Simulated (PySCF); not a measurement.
## Calculated NMR parameters of C[SiH2]C#CC(=O)C=O

| Property | Result |
| --- | --- |
| Formula | C5H6O2Si |
| SMILES | C[SiH2]C#CC(=O)C=O |
| Point group of the computed structure | Cs |
| Degrees of unsaturation | 4 |
| Carbon signals | 5 |
| Proton signals | 3 |

Structure with atom numbers: `[CH3:1][SiH2:2][C:3]#[C:4][C:5](=[O:6])[CH:7]=[O:8]`. Each H is labelled by its parent atom.

PySCF calculation with geometry from GFN2-xTB and NMR shieldings at PBE0/pcSseg-1/GIAO; relativity neglected, one averaged value for each set of equivalent atoms, no solvent model, single conformer.

δ = σ(ref) − σ, references computed at the same level: TMS for $^{1}$H (σ = 31.72 ppm), $^{13}$C (σ = 186.93 ppm), $^{29}$Si (σ = 349.16 ppm); $^{17}$O (σ = 336.08 ppm) vs H2O.

| carbon | δC, type | δH (multiplicity) | HMBC from (2–3 bonds) | span of the C tensor (ppm) |
| --- | --- | --- | --- | --- |
| C1 | -5.0, CH3 | 0.52 (t) | H(Si2) | 10 |
| C3 | 118.3, C | – | H(Si2), H(C1) | 210 |
| C4 | 107.5, C | – | H(C7), H(Si2) | 280 |
| C5 | 180.0, C | – | H(C7) | 179 |
| C7 | 195.2, CH | 9.15 (s) | – | 172 |

Other nuclei:
```
 atoms    nucleus                          environment  δ (ppm)  σ (ppm)
H(Si2)    $^{1}$H  hydrogen on a silicon bonded to 2 C     4.61    27.11
   Si2  $^{29}$Si           silicon bonded to 2 C, 2 H    -66.2    415.4
    O8   $^{17}$O                      aldehyde oxygen    720.4   -384.3
    O6   $^{17}$O                        ketone oxygen    704.4   -368.3
```

Carbon types of the structure: 3 × C, 1 × CH, 1 × CH3, leaving 2 H on heteroatoms. δC 195.2: aldehyde carbonyl carbon; low-lying n→π* states of the double bond to the heteroatom give a large paramagnetic term (-254 ppm). δC 180.0: carbonyl carbon of an ynone. δC 118.3, 107.5: alkyne carbon. δH 9.15: hydrogen on an aldehyde carbonyl carbon; the formyl region, downfield of aromatic protons. δH 0.52: hydrogen on a methyl carbon bonded to Si; an electropositive neighbour shields it, as in TMS itself.

Shifts are as computed. Against solution values, carbons near 30 ppm lie about +3 ppm off and those near 130 ppm about +5 ppm. Of 1211 compounds with measured shifts, 218 miss one by over three times the rms of a fit or turn the order of signals round; such compounds aren't used in these exercises. Unscaled 17O shifts of doubly bonded oxygen tend to come out too high, by tens of ppm or more. Experimental scales use liquid or dissolved standards, which lie at an offset from isolated H2O (liquid H2O: subtract about 36 ppm). Multiplicities follow the n + 1 count of equivalent neighbours, as no J values were calculated; m marks all less simple cases, F and P coupling included.
